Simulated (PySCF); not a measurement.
Relaxation of singlet TeO₂F₂

Level of theory: PySCF, PBE0, basis Te def2-SVP with ECP28, O def2-SVP, F def2-SVP (scalar-relativistic core potentials, no spin–orbit coupling, density fitting). A (50,194) grid was used.

A hand-made tetrahedral start, of C2v symmetry, held to at least that symmetry:

```xyz
5
charge 0 multiplicity 1, angstrom
Te    0.0000    0.0000   -0.0486
O     0.0000    1.5106   -1.1166
O     0.0000   -1.5106   -1.1166
F     1.6331    0.0000    1.1060
F    -1.6331    0.0000    1.1060
```

Q: What forces act on the atoms at the start (eV/Å)?

A: 
```tsv
atom	Fx	Fy	Fz
Te1	0.00	0.00	-2.13
O2	0.00	-0.98	1.75
O3	0.00	0.98	1.75
F4	-1.85	0.00	-0.68
F5	1.85	0.00	-0.68
```

Q: What does it relax to?

A: It ends at C2v with Te–F 1.898 Å (×2), Te–O 1.791 Å (×2); F–Te–F 92.2°, F–Te–O 106.7° (×4), O–Te–O 131.1° (after a last refinement on a finer grid). A frequency run shows a minimum. Other isomers or separated fragments may lie lower.

Q: How much energy is released, and in how many steps?

A: 78.9 kJ/mol in 7 steps.

The relaxation took 36 s on 2 threads of a shared AMD EPYC (Zen 3) host, with 82 basis functions and 8 gradients; the process peaked at 0.65 GiB. Launch command: `OMP_NUM_THREADS=2 python axn.py task.json out`.
